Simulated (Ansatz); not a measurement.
The cluster Ag12Bi. The state is a doublet with charge 0. Geometry PBE-D4/def2-SVP; atoms count from 1.

```xyz
13

Bi    1.341    2.062   -0.064
Ag   -0.312    2.145    2.321
Ag   -1.462    2.820   -0.160
Ag    1.716   -2.713    1.142
Ag    0.101    0.395    4.439
Ag    1.195   -0.727   -0.749
Ag    1.014   -2.119    3.740
Ag   -0.205   -1.593   -3.005
Ag    1.362   -3.334   -1.532
Ag   -0.566    1.006   -2.033
Ag    1.287   -0.071    1.955
Ag   -3.051    2.235   -2.362
Ag   -2.422   -0.106   -3.693
```

In the def2 sets Ag, Bi take a core potential; there is no spin–orbit coupling. Single mean-field runs in def2-TZVP are fitted with def2-universal-jkfit. Another isomer (doublet) lies 1.06 eV lower at PBE0-D4/def2-TZVP; other spin states weren't run for this one.

Q: Estimate the Mulliken populations from the PBE0/def2-TZVP orbitals of Ansatz.

A: 
| atom | charge (e) | spin (α − β) | d electrons |
| --- | --- | --- | --- |
| Bi1 | -0.06 | 0.21 | – |
| Ag2 | -0.02 | 0.05 | 9.90 |
| Ag3 | -0.01 | 0.05 | 9.90 |
| Ag4 | -0.05 | 0.02 | 9.90 |
| Ag5 | -0.08 | 0.18 | 9.91 |
| Ag6 | 0.30 | 0.02 | 9.85 |
| Ag7 | -0.15 | 0.09 | 9.91 |
| Ag8 | -0.05 | 0.02 | 9.90 |
| Ag9 | -0.07 | 0.10 | 9.91 |
| Ag10 | 0.21 | 0.00 | 9.86 |
| Ag11 | 0.21 | 0.00 | 9.86 |
| Ag12 | -0.08 | 0.18 | 9.91 |
| Ag13 | -0.15 | 0.09 | 9.91 |
Mulliken values depend strongly on the basis.

Q: Where does the spin sit?

A: Summed by element: Bi 0.21, Ag 0.79, of 1 unpaired in all. Largest on single atoms: Bi1 0.21, Ag5 0.18, Ag12 0.18.

Q: And the Mayer bond orders between heavy atoms (over 0.3)?

A: Bi1–Ag2 0.57 (2.90 Å); Bi1–Ag3 0.57 (2.90 Å); Bi1–Ag6 0.38 (2.88 Å); Bi1–Ag10 0.43 (2.94 Å); Bi1–Ag11 0.43 (2.94 Å); Ag2–Ag5 0.42 (2.78 Å); Ag3–Ag12 0.42 (2.78 Å); Ag4–Ag7 0.41 (2.76 Å); Ag4–Ag9 0.43 (2.77 Å); Ag5–Ag7 0.51 (2.76 Å); Ag8–Ag9 0.43 (2.77 Å); Ag8–Ag13 0.41 (2.76 Å); Ag12–Ag13 0.51 (2.76 Å).
